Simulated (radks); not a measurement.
Species: Co3+. Configuration: [Ar] 3d4 4p2 (not the ground configuration). All-electron calculation, scalar-relativistic Kohn-Sham, PBEsol, spin-unpolarised, spherical densities, finite nucleus; Fermi nuclear charge, rms radius 3.7875 fm. Program: a radial shooting solver on a logarithmic mesh with Libxc functionals.

X-ray form factor f0, the Fourier transform of the density (f0(0) = 24):

| sin(theta)/lambda (1/angstrom) | f0 (electrons) |
|---|---|
| 0.05 | 23.617 |
| 0.1 | 22.593 |
| 0.15 | 21.205 |
| 0.2 | 19.717 |
| 0.25 | 18.274 |
| 0.3 | 16.915 |
| 0.4 | 14.423 |
| 0.5 | 12.229 |
| 0.6 | 10.420 |
| 0.8 | 8.022 |
| 1 | 6.750 |
| 1.25 | 5.777 |
| 1.5 | 4.952 |
| 2 | 3.446 |
